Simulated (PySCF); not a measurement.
Species: C7H13P.
Atom-mapped SMILES: `[CH2:1]=[C:2]([CH3:3])[P:4]1[CH2:5][C@@H:6]1[CH2:7][CH3:8]` (hydrogens: H9, H10 on C1; H11, H12, H13 on C3; H14, H15 on C5; H16 on C6; H17, H18 on C7; H19, H20, H21 on C8)

Computed by this run: PBE0-D3(BJ)/def2-SVP geometry optimisation, gas phase (PySCF); density fitting, grid level 1; the optimiser is geomeTRIC in internal coordinates, started from a GFN2-xTB structure with every atom displaced at random (about 0.01 Å).

The end geometry, which sets the zero of energy:
```
atom  x, y, z in Å
C1     -1.9935    1.5639   -0.1953
C2     -1.7238    0.2836    0.0888
C3     -2.2473   -0.8578   -0.7330
P4     -0.8209   -0.2367    1.6113
C5      0.6003    0.9504    1.6543
C6      0.9405   -0.3529    0.9999
C7      1.3271   -0.3879   -0.4586
C8      2.7590    0.0785   -0.6906
H9     -1.6258    2.3864    0.4246
H10    -2.6047    1.8333   -1.0641
H11    -2.8509   -1.5442   -0.1161
H12    -2.8712   -0.5049   -1.5678
H13    -1.4182   -1.4567   -1.1451
H14     0.5353    1.8278    1.0021
H15     1.0137    1.1700    2.6439
H16     1.5241   -1.0442    1.6225
H17     0.6315    0.2465   -1.0324
H18     1.2039   -1.4143   -0.8440
H19     3.4800   -0.5534   -0.1480
H20     2.8998    1.1139   -0.3427
H21     3.0229    0.0441   -1.7589
```

Task: These geometries come from the run, each turned onto the end geometry. Order them by energy, lowest first.
A.
```
atom  x, y, z in Å
C1     -1.9973    1.5568   -0.1882
C2     -1.7210    0.2765    0.0938
C3     -2.2543   -0.8610   -0.7270
P4     -0.8123   -0.2468    1.6120
C5      0.6017    0.9482    1.6568
C6      0.9482   -0.3500    0.9951
C7      1.3322   -0.3802   -0.4640
C8      2.7651    0.0846   -0.6975
H9     -1.6406    2.3849    0.4308
H10    -2.6078    1.8166   -1.0604
H11    -2.9592   -1.4752   -0.1422
H12    -2.7754   -0.5019   -1.6279
H13    -1.4409   -1.5352   -1.0433
H14     0.5293    1.8285    1.0093
H15     1.0176    1.1658    2.6458
H16     1.5371   -1.0389    1.6154
H17     0.6355    0.2558   -1.0348
H18     1.2052   -1.4054   -0.8526
H19     3.4865   -0.5587   -0.1694
H20     2.9105    1.1136   -0.3330
H21     3.0217    0.0674   -1.7678
```
B.
```
atom  x, y, z in Å
C1     -1.9671    1.5226   -0.1829
C2     -1.7032    0.2793    0.0809
C3     -2.2244   -0.8660   -0.7452
P4     -0.7762   -0.2315    1.6130
C5      0.5941    0.9533    1.6316
C6      0.9328   -0.3508    0.9908
C7      1.3056   -0.3875   -0.4723
C8      2.7514    0.0808   -0.6917
H9     -1.6650    2.3658    0.4622
H10    -2.5675    1.8216   -1.0463
H11    -2.9310   -1.4418   -0.1424
H12    -2.6857   -0.5141   -1.6382
H13    -1.4166   -1.5250   -1.0123
H14     0.5179    1.8269    1.0017
H15     1.0283    1.1637    2.6101
H16     1.5524   -1.0068    1.6019
H17     0.6223    0.2787   -1.0314
H18     1.1746   -1.3953   -0.8553
H19     3.4269   -0.5910   -0.1659
H20     2.8479    1.0923   -0.3015
H21     2.9639    0.0699   -1.7559
```
C.
```
atom  x, y, z in Å
C1     -1.9869    1.5579   -0.1902
C2     -1.7205    0.2708    0.0935
C3     -2.2567   -0.8662   -0.7200
P4     -0.8144   -0.2511    1.6112
C5      0.5975    0.9451    1.6577
C6      0.9459   -0.3492    0.9921
C7      1.3288   -0.3753   -0.4655
C8      2.7586    0.0915   -0.6979
H9     -1.5928    2.3706    0.4181
H10    -2.5932    1.8261   -1.0601
H11    -2.9736   -1.4711   -0.1407
H12    -2.7612   -0.5081   -1.6371
H13    -1.4404   -1.5483   -1.0202
H14     0.5216    1.8275    1.0116
H15     1.0132    1.1610    2.6455
H16     1.5380   -1.0364    1.6116
H17     0.6305    0.2601   -1.0337
H18     1.2027   -1.4029   -0.8574
H19     3.4788   -0.5551   -0.1701
H20     2.8941    1.1196   -0.3269
H21     3.0115    0.0788   -1.7704
```

Result: A (0.003 eV), C (0.008 eV), B (0.188 eV).

In the order of the answer:

```json
{"step": "2", "E above end (eV)": "0.003", "largest force (eV/Å)": "0.08", "rms force component (eV/Å)": "0.019", "rms distance from end (Å)": "0.049", "rms bond change (Å)": "0.000", "bond most changed (Å)": "C1=C2 +0.001"}
{"step": "1", "E above end (eV)": "0.008", "largest force (eV/Å)": "0.51", "rms force component (eV/Å)": "0.104", "rms distance from end (Å)": "0.057", "rms bond change (Å)": "0.003", "bond most changed (Å)": "C3–H12 +0.006"}
{"step": "0", "E above end (eV)": "0.188", "largest force (eV/Å)": "3.01", "rms force component (eV/Å)": "0.664", "rms distance from end (Å)": "0.073", "rms bond change (Å)": "0.021", "bond most changed (Å)": "P4–C6 -0.045"}
```

The cost below is that of the whole optimisation. On one thread of an Arm Neoverse V1, shared host with 32 logical CPUs at a one-minute load of 15, this took 2.5 min and 0.90 GiB of memory at its peak.
